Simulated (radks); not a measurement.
Species: Dy I. Configuration: [Xe] 4f10 6s2.

Calculated with a radial shooting solver on a logarithmic mesh with Libxc functionals: scalar-relativistic Kohn-Sham, PBE, spin-polarised, spherical densities, finite nucleus; open shells are filled with parallel spins first (spin-orbit coupling, left out, can overturn this in heavy ions); Fermi nuclear charge, rms radius 5.2218 fm.

Energy parts (Ry):
total: -24312.5665
kinetic: 26225.0498
electron-nucleus: -59494.7526
Hartree: 9483.3481
exchange-correlation: -526.2117

Orbitals (lengths in bohr, moments of r in powers of bohr; <r^-3> diverges for s and p1/2):
orbital  occ.  eigenvalue (Ry)  <r^-3>
1s up       1        -3943.232       -
1s down     1        -3943.232       -
2s up       1        -656.6501       -
2s down     1        -656.6477       -
2p up       3        -582.6953   12810
2p down     3        -582.6935   12810
3s up       1        -146.2028       -
3s down     1        -146.0882       -
3p up       3        -123.4927    2722
3p down     3        -123.3785    2726
3d up       5        -94.26331   364.4
3d down     5        -94.17608   365.0
4s up       1        -29.01470       -
4s down     1        -28.76014       -
4p up       3        -21.53720   610.4
4p down     3        -21.28540   609.6
4d up       5        -11.35071   68.39
4d down     5        -11.10212   68.21
4f up       7         -0.32112   9.105
4f down     3         -0.10670   8.709
5s up       1         -3.65189       -
5s down     1         -3.52489       -
5p up       3         -1.90509   77.66
5p down     3         -1.81421   74.34
6s up       1         -0.27963       -
6s down     1         -0.27139       -

The highest occupied level is 4f down at -1.452 eV. The density falls to 0.001 e/bohr^3 at r = 5.16 bohr. The electron density at the nucleus is 7.776e+05 e/bohr^3 (large components only). Summed over all electrons, <r^2> = 78.05 bohr^2, which gives a Langevin (diamagnetic) susceptibility term of -61.8 x 10^-6 cm^3/mol. For comparison, the ionisation energy in NIST's Atomic Spectra Database is 5.939 eV (measured). In exact Kohn-Sham theory the highest level is minus the ionisation energy, but local and semilocal functionals leave it too shallow, through self-interaction and a potential that decays too fast; potentials with the right tail come closer. The spin density at the nucleus is 2.31 e/bohr^3 (1s 0.01, 2s -0.66, 3s -10.77, 4s 2.11, 5s 10.38, 6s 1.23).
